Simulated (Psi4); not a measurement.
Br$_{2}$Zn, charge -1, doublet, at a GFN2-xTB geometry (such geometries of metal compounds can be far from the true shape) (a state made from the parent by changing its charge; the spin is typed, not shown lowest) (a gas-phase anion, which may not be bound at this level); PBE/STO-3G run with Psi4 1.11.

Psi4 was given this input:
```
memory 2 GB

molecule mol {
-1 2
  Zn   -0.447269   -0.631340   -0.743424
  Br   -0.031454    2.052566   -1.060465
  Br    0.414828   -1.511417    1.697686
}

set basis sto-3g
set reference uks
set dft_radial_scheme becke

energy('pbe')
print_variables()
```

Predict the main parts of the log of this Psi4 run.


```
   => Loading Basis Set <=

    Name: STO-3G
    Role: ORBITAL
    Keyword: BASIS

         ---------------------------------------------------------
                                   SCF
               by Justin Turney, Rob Parrish, Andy Simmonett
                          and Daniel G. A. Smith
                              UKS Reference
         ---------------------------------------------------------

  ==> Geometry <==

    Molecular point group: cs
    Full point group: Cs

    Geometry (in Angstrom), charge = -1, multiplicity = 2:

       Center              X                  Y                   Z               Mass
    ------------   -----------------  -----------------  -----------------  -----------------
         ZN           0.873762207498    -0.653266740247     0.000000000000    63.929142010000
         BR           1.001956051929     2.078094617207     0.000000000000    78.918337600000
         BR          -1.709761993423    -1.548904780247     0.000000000000    78.918337600000

  Running in cs symmetry.

  Rotational constants: A =      0.15768  B =      0.02083  C =      0.01840 [cm^-1]
  Rotational constants: A =   4727.21321  B =    624.50301  C =    551.62844 [MHz]
  Nuclear repulsion =  549.552098982266443

  Charge       = -1
  Multiplicity = 2
  Electrons    = 101
  Nalpha       = 51
  Nbeta        = 50

  ==> Algorithm <==

  SCF Algorithm Type is DF.
  DIIS enabled.
  MOM disabled.
  Fractional occupation disabled.
  Guess Type is SAD.
  Energy threshold   = 1.00e-06
  Density threshold  = 1.00e-06
  Integral threshold = 1.00e-12

  ==> Primary Basis <==

  Basis Set: STO-3G
    Blend: STO-3G
    Number of shells: 24
    Number of basis functions: 54
    Number of Cartesian functions: 57
    Spherical Harmonics?: true
    Max angular momentum: 2

  ==> DFT Potential <==

   => LibXC <=

    Version 7.1.2
    S. Lehtola, C. Steigemann, M. J. T. Oliveira, and M. A. L. Marques,  SoftwareX 7, 1–5 (2018) (10.1016/j.softx.2017.11.002)

   => Composite Functional: PBE <=

    PBE GGA Exchange-Correlation Functional

    J.P. Perdew et. al., Phys. Rev. Lett., 77(18), 3865-3868, 1996

    Deriv               =              1
    GGA                 =           TRUE
    Meta                =          FALSE

    Exchange Hybrid     =          FALSE
    MP2 Hybrid          =          FALSE

   => Exchange Functionals <=

    1.0000     XC_GGA_X_PBE

   => Correlation Functionals <=

    1.0000     XC_GGA_C_PBE

   => LibXC Density Thresholds  <==

    XC_GGA_C_PBE:  1.00E-12
    XC_GGA_X_PBE:  1.00E-15

   => Molecular Quadrature <=

    Radial Scheme          =          BECKE
    Pruning Scheme         =           NONE
    Nuclear Scheme         =       TREUTLER

    Blocking Scheme        =         OCTREE
    BS radius alpha        =              1
    Pruning alpha          =              1
    Radial Points          =             75
    Spherical Points       =            302
    Total Points           =          52052
    Total Blocks           =            454
    Max Points             =            252
    Max Functions          =             39
    Weights Tolerance      =       1.00E-15

   => Loading Basis Set <=

    Name: (STO-3G AUX)
    Role: JKFIT
    Keyword: DF_BASIS_SCF

  ==> Integral Setup <==

  SCF_SUBTYPE=INCORE selected. In-core MEM_DF algorithm will be used.
  Using in-core AOs.

  ==> MemDFJK: Density-Fitted J/K Matrices <==

    J tasked:                   Yes
    K tasked:                    No
    wK tasked:                   No
    Algorithm:                 Core
    Schwarz Cutoff:           1E-12
    Mask sparsity (%):      29.2181
    Fitting Condition:        1E-10

   => Auxiliary Basis Set <=

  Basis Set: (STO-3G AUX)
    Blend: DEF2-UNIVERSAL-JKFIT
    Number of shells: 178
    Number of basis functions: 796
    Number of Cartesian functions: 1119
    Spherical Harmonics?: true
    Max angular momentum: 6

  Minimum eigenvalue in the overlap matrix is 4.4991529461E-01.
  Reciprocal condition number of the overlap matrix is 2.8212910664E-01.
    Using symmetric orthogonalization.

  ==> Pre-Iterations <==

  SCF Guess: Superposition of Atomic Densities via on-the-fly atomic UHF (no occupation information).

   -------------------------
    Irrep   Nso     Nmo
   -------------------------
     A'        39      39
     A"        15      15
   -------------------------
    Total      54      54
   -------------------------

  ==> Iterations <==

                           Total Energy        Delta E     RMS |[F,P]|

   @DF-UKS iter SAD: -6846.38556097685978   -6.84639e+03   0.00000e+00
    Occupation by irrep:
             Ap   App
    DOCC [    37,   13 ]
    SOCC [     0,    1 ]
    NA   [    37,   14 ]
    NB   [    37,   13 ]

   @DF-UKS iter   1: -6847.86798712020573   -1.48243e+00   2.07367e-02 DIIS/ADIIS
   @DF-UKS iter   2: -6839.05346667317644    8.81452e+00   4.93979e-03 DIIS/ADIIS
    Occupation by irrep:
             Ap   App
    DOCC [    36,   14 ]
    SOCC [     1,    0 ]
    NA   [    37,   14 ]
    NB   [    36,   14 ]

   @DF-UKS iter   3: -6841.84819414634967   -2.79473e+00   1.98565e-02 DIIS/ADIIS
    Occupation by irrep:
             Ap   App
Warning! Irrep has more beta than alpha electrons in symmetry 0 orbitals.
Warning! Irrep has more beta than alpha electrons in symmetry 0 orbitals.
    DOCC [    36,   13 ]
    SOCC [     1,    2 ]
    NA   [    36,   15 ]
    NB   [    37,   13 ]

   @DF-UKS iter   4: -6842.20034141167707   -3.52147e-01   2.45545e-02 DIIS/ADIIS
    Occupation by irrep:
             Ap   App
    DOCC [    36,   14 ]
    SOCC [     1,    0 ]
    NA   [    37,   14 ]
    NB   [    36,   14 ]

   @DF-UKS iter   5: -6842.43950162322017   -2.39160e-01   2.67724e-02 DIIS/ADIIS
   @DF-UKS iter   6: -6842.51923078367599   -7.97292e-02   2.81542e-02 DIIS/ADIIS
   @DF-UKS iter   7: -6842.26011545301571    2.59115e-01   3.32856e-02 DIIS/ADIIS
[...]
   @DF-UKS iter  66: -6843.41473982465868   -1.88279e-01   4.03830e-02 DIIS/ADIIS
    Occupation by irrep:
             Ap   App
    DOCC [    37,   13 ]
    SOCC [     1,    0 ]
    NA   [    38,   13 ]
    NB   [    37,   13 ]

   @DF-UKS iter  67: -6841.20047080736094    2.21427e+00   3.30141e-02 DIIS/ADIIS
    Occupation by irrep:
             Ap   App
    DOCC [    36,   14 ]
    SOCC [     1,    0 ]
    NA   [    37,   14 ]
    NB   [    36,   14 ]

   @DF-UKS iter  68: -6839.02901890306566    2.17145e+00   6.47101e-03 DIIS/ADIIS
   @DF-UKS iter  69: -6840.48045130282844   -1.45143e+00   3.03907e-02 DIIS/ADIIS
   @DF-UKS iter  70: -6843.29074823738210   -2.81030e+00   3.53791e-02 DIIS/ADIIS
   @DF-UKS iter  71: -6843.44233518204328   -1.51587e-01   3.47185e-02 DIIS/ADIIS
   @DF-UKS iter  72: -6842.98544307844350    4.56892e-01   3.51700e-02 DIIS/ADIIS
   @DF-UKS iter  73: -6843.30683747515650   -3.21394e-01   3.47074e-02 DIIS/ADIIS
   @DF-UKS iter  74: -6843.39919099092549   -9.23535e-02   3.45798e-02 DIIS/ADIIS
   @DF-UKS iter  75: -6842.73051984860740    6.68671e-01   3.64656e-02 DIIS/ADIIS
   @DF-UKS iter  76: -6843.55364208836363   -8.23122e-01   3.58450e-02 DIIS/ADIIS
   @DF-UKS iter  77: -6842.68722068381703    8.66421e-01   3.83519e-02 DIIS/ADIIS
    Occupation by irrep:
             Ap   App
    DOCC [    37,   13 ]
    SOCC [     1,    0 ]
    NA   [    38,   13 ]
    NB   [    37,   13 ]

   @DF-UKS iter  78: -6843.30307089474809   -6.15850e-01   3.84112e-02 DIIS/ADIIS
    Occupation by irrep:
             Ap   App
    DOCC [    36,   14 ]
    SOCC [     1,    0 ]
    NA   [    37,   14 ]
    NB   [    36,   14 ]

   @DF-UKS iter  79: -6839.03504485592657    4.26803e+00   5.75749e-03 DIIS/ADIIS
    Occupation by irrep:
             Ap   App
    DOCC [    36,   14 ]
    SOCC [     0,    1 ]
    NA   [    36,   15 ]
    NB   [    36,   14 ]

   @DF-UKS iter  80: -6840.43487804165761   -1.39983e+00   2.85501e-02 DIIS/ADIIS
   @DF-UKS iter  81: -6842.23381058808809   -1.79893e+00   3.19749e-02 DIIS/ADIIS
    Occupation by irrep:
             Ap   App
    DOCC [    36,   14 ]
    SOCC [     1,    0 ]
    NA   [    37,   14 ]
    NB   [    36,   14 ]

   @DF-UKS iter  82: -6843.18820756962032   -9.54397e-01   3.29819e-02 DIIS/ADIIS
    Occupation by irrep:
             Ap   App
    DOCC [    36,   14 ]
    SOCC [     0,    1 ]
    NA   [    36,   15 ]
    NB   [    36,   14 ]

   @DF-UKS iter  83: -6842.77648827479516    4.11719e-01   3.60957e-02 DIIS/ADIIS
   @DF-UKS iter  84: -6843.69525389445789   -9.18766e-01   3.49515e-02 DIIS/ADIIS
   @DF-UKS iter  85: -6843.66551328477908    2.97406e-02   3.48129e-02 DIIS/ADIIS
    Occupation by irrep:
             Ap   App
    DOCC [    36,   14 ]
    SOCC [     1,    0 ]
    NA   [    37,   14 ]
    NB   [    36,   14 ]

   @DF-UKS iter  86: -6842.72777084336121    9.37742e-01   3.51551e-02 DIIS/ADIIS
   @DF-UKS iter  87: -6842.64885385931848    7.89170e-02   3.74457e-02 DIIS/ADIIS
   @DF-UKS iter  88: -6843.33453720192301   -6.85683e-01   3.89862e-02 DIIS/ADIIS
    Occupation by irrep:
             Ap   App
    DOCC [    37,   13 ]
    SOCC [     1,    0 ]
    NA   [    38,   13 ]
    NB   [    37,   13 ]

   @DF-UKS iter  89: -6844.12007772374909   -7.85541e-01   3.99556e-02 DIIS/ADIIS
    Occupation by irrep:
             Ap   App
    DOCC [    36,   14 ]
    SOCC [     1,    0 ]
    NA   [    37,   14 ]
    NB   [    36,   14 ]

   @DF-UKS iter  90: -6839.03320678779073    5.08687e+00   5.95203e-03 DIIS/ADIIS
   @DF-UKS iter  91: -6841.46262532729997   -2.42942e+00   2.70000e-02 DIIS/ADIIS
   @DF-UKS iter  92: -6842.40790690396443   -9.45282e-01   3.48908e-02 DIIS/ADIIS
   @DF-UKS iter  93: -6842.89404892609764   -4.86142e-01   3.77558e-02 DIIS/ADIIS
   @DF-UKS iter  94: -6842.88754551955844    6.50341e-03   4.07330e-02 DIIS/ADIIS
   @DF-UKS iter  95: -6843.43712120497639   -5.49576e-01   4.06491e-02 DIIS/ADIIS
   @DF-UKS iter  96: -6845.30541731023550   -1.86830e+00   3.93423e-02 DIIS/ADIIS
   @DF-UKS iter  97: -6843.51091112550421    1.79451e+00   4.20271e-02 DIIS/ADIIS
   @DF-UKS iter  98: -6843.14267790025588    3.68233e-01   4.06429e-02 DIIS/ADIIS
   @DF-UKS iter  99: -6842.94074547193395    2.01932e-01   4.29593e-02 DIIS/ADIIS
    Occupation by irrep:
             Ap   App
    DOCC [    37,   13 ]
    SOCC [     1,    0 ]
    NA   [    38,   13 ]
    NB   [    37,   13 ]

   @DF-UKS iter 100: -6843.49765789162120   -5.56912e-01   4.22715e-02 DIIS/ADIIS

PsiException: Could not converge SCF iterations in 100 iterations.

  Failed to converge.

Traceback (most recent call last):
  File "psi4", line 375, in <module>
  File "<string>", line 25, in <module>
  File "site-packages/psi4/driver/driver.py", line 533, in energy
  File "site-packages/psi4/driver/procrouting/proc.py", line 2760, in run_scf
  File "site-packages/psi4/driver/procrouting/proc.py", line 2047, in scf_helper
  File "site-packages/psi4/driver/procrouting/scf_proc/scf_iterator.py", line 93, in scf_compute_energy
  File "site-packages/psi4/driver/procrouting/scf_proc/scf_iterator.py", line 86, in scf_compute_energy
  File "site-packages/psi4/driver/procrouting/scf_proc/scf_iterator.py", line 609, in scf_iterate

psi4.driver.p4util.exceptions.SCFConvergenceError: Could not converge SCF iterations in 100 iterations.

Printing out the relevant lines from the Psithon --> Python processed input file:
    ""","mol")
    core.IO.set_default_namespace("mol")
    core.set_global_option("BASIS", "sto-3g")
    core.set_global_option("REFERENCE", "uks")
    core.set_global_option("DFT_RADIAL_SCHEME", "becke")
--> energy('pbe')
    print_variables()

!-------------------------------------------------------!
!                                                       !
!  Could not converge SCF iterations in 100 iterations. !
!                                                       !
!-------------------------------------------------------!
```

Convergence was not reached.
